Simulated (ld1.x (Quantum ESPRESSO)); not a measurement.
## Logarithmic derivatives: Li, ultrasoft

* Element: Li (Z = 3)
* Generator: ld1.x (Quantum ESPRESSO) 7.5
* Type: ultrasoft
* Functional: PBE
* Relativity: fully relativistic
* Frozen core: none
* Valence charge: 3
* Reference configuration: 1s2 2s0.75 2p0.25
* Partial waves: 1s (bound): rcut 0.90, rcutus 0.95 bohr; 2s (bound): rcut 0.90, rcutus 0.95 bohr; 2p (bound): rcut 3.95, rcutus 4.35 bohr; 2p channel at 1.6 Ry: rcut 3.95, rcutus 4.35 bohr; 3d channel at -0.05 Ry: rcut 3.90, rcutus 4.65 bohr; 3d channel at 1 Ry: rcut 3.90, rcutus 4.65 bohr
* Local potential: all-electron potential smoothed inside 4.20 bohr (lloc = -1)
* Core correction: none
* Augmentation charge: PSQ, inside the norm-conserving radii

Open shells are filled in proportion to 2j + 1 (rel_dist='average').

The phase is arctan(r·u′/u) with u = r·R(r), unwrapped; energies in Ry, scanned from -6 to 5 Ry. A pole is an energy at which the radial function vanishes at the test radius. The pseudo phase is shifted by a multiple of π to meet the all-electron one at the reference energy, and phase errors are pseudo minus all-electron; the curves can meet again beyond the range given. Levels narrower than the energy grid can be missing from the lists of poles.

| channel | radius (bohr) | reference energy (Ry) | poles, all-electron | poles, pseudo | unbroken range about the reference energy with phases within 0.05 rad | phase error 1 Ry above the reference energy (rad) |
| --- | --- | --- | --- | --- | --- | --- |
| s | 5.05 | -0.22 | -0.04, 1.47, 3.89 | -0.04, 1.68, 4.76 | below 0.4 | +0.240 |
| p1/2 | 5.05 | -0.09 | 0.14, 1.41, 3.51 | 0.15, 1.41, 4.19 | below 0.5 | +0.054 |
| p3/2 | 5.05 | -0.09 | 0.14, 1.41, 3.52 | 0.15, 1.41, 4.19 | below 0.5 | +0.054 |
| d3/2 | 5.05 | -0.05 | 0.82, 2.60 | 0.82, 2.88 | -5.3 to 1.5 | +0.000 |
| d5/2 | 5.05 | -0.05 | 0.82, 2.60 | 0.82, 2.88 | -5.3 to 1.5 | +0.000 |

The ghost test of this file was not conclusive. Its overlap operator is not positive definite in a basis up to 400 Ry (lowest eigenvalue d3/2 -1.64, d5/2 -1.65), so the file is unfit for use: the generalised eigenproblem breaks down once the basis is large enough, and its test numbers describe a broken file.

Phases in the d3/2 channel:

| E (Ry) | all-electron | pseudo |
| --- | --- | --- |
| -6.00 | 1.490 | 1.492 |
| -5.48 | 1.487 | 1.494 |
| -4.96 | 1.482 | 1.479 |
| -4.44 | 1.477 | 1.476 |
| -3.92 | 1.471 | 1.470 |
| -3.40 | 1.464 | 1.464 |
| -2.88 | 1.455 | 1.455 |
| -2.36 | 1.443 | 1.443 |
| -1.84 | 1.427 | 1.427 |
| -1.32 | 1.402 | 1.402 |
| -0.80 | 1.357 | 1.357 |
| -0.28 | 1.244 | 1.244 |
| 0.24 | 0.043 | 0.042 |
| 0.76 | -1.538 | -1.538 |
| 1.28 | -1.813 | -1.812 |
| 1.80 | -4.288 | -4.227 |
| 2.32 | -4.654 | -4.625 |
| 2.84 | -4.753 | -4.708 |
| 3.36 | -4.893 | -4.759 |
| 3.88 | -7.152 | -4.811 |
| 4.40 | -7.749 | -4.894 |
| 4.92 | -7.830 | -5.154 |
